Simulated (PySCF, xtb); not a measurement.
C2H6BrNZn, SMILES C[N](C)[Zn][Br]. The values are those of a single conformer.

Harmonic wavenumbers (cm⁻¹) from GFN2-xTB (xtb 6.7.1) at its own minimum, in rising order: 5, 50, 182, 189, 229, 244, 284, 337, 473, 966, 1043, 1080, 1134, 1168, 1218, 1412, 1422, 1466, 1477, 1489, 1496, 2871, 2875, 2936, 2940, 2982, 2997.

**Question.** What does B3LYP-D3(BJ)/def2-SVP (PySCF 2.14.0) give at its own minimum? (The exact figures need the calculation; the answer reports its results.)

**Answer.** 58, 66, 91, 227, 230, 242, 266, 358, 576, 1004, 1088, 1112, 1152, 1238, 1286, 1434, 1444, 1448, 1462, 1484, 1501, 2920, 2928, 2966, 2974, 3076, 3076. Paired by order, the mean absolute difference is 39 cm⁻¹ and the zero-point energies are 50.0 and 51.0 kcal/mol.
